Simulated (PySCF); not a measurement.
XPS shifts beside NMR shieldings

Species: C6H9FOSi.
Atom-mapped SMILES: `[CH2:1]=[CH:2][Si@@H:3]([C:4]#[C:5][CH2:6][F:7])[O:8][CH3:9]`

Binding energies: delta-SCF UKS SCAN, pcX-2 on the ionised atom, pcseg-1 elsewhere, spin-free X2C in PySCF. Shieldings: GIAO HF/pcSseg-1, non-relativistic, same geometry.

| atom | C 1s (eV) |
| --- | --- |
| C1 | 290.66 |
| C2 | 290.20 |
| C4 | 289.97 |
| C5 | 290.51 |
| C6 | 293.98 |
| C9 | 292.22 |

Question: What are the absolute isotropic shieldings of these atoms?

Answer: 
```tsv
atom	environment	C 1s (eV)	isotropic shielding (ppm)
C4	alkyne carbon	289.97	93.7
C2	alkene CH carbon	290.20	50.4
C5	alkyne carbon	290.51	83.0
C1	terminal =CH2 carbon	290.66	44.2
C9	methoxy carbon	292.22	143.3
C6	sp3 C–F carbon	293.98	128.5
```

Question: Among the listed atoms, is the one with the highest binding energy also the least shielded?

Answer: No. The highest binding energy is at C6 (293.98 eV, shielding 128.5 ppm), the lowest shielding at C1 (44.2 ppm, 290.66 eV).

Over these 6 sites the two quantities correlate at r = 0.73. By binding energy: C4 < C2 < C5 < C1 < C9 < C6. By shielding: C1 < C2 < C5 < C4 < C6 < C9.

Spin contamination (⟨S²⟩ against 0.75 for a pure doublet) is marked for C 1s of C4 (0.85) and C 1s of C5 (0.85), which makes these values less certain. The structure is a single PBE0-D3(BJ)/def2-SVP conformer in the gas phase; no vibrational or solvent corrections.

The values belong to the conformer `[CH2:1]=[CH:2][Si@@H:3]([C:4]#[C:5][CH2:6][F:7])[O:8][CH3:9]`: C1–C2–Si3–C4 119°, C2–Si3–O8–C9 -173°.
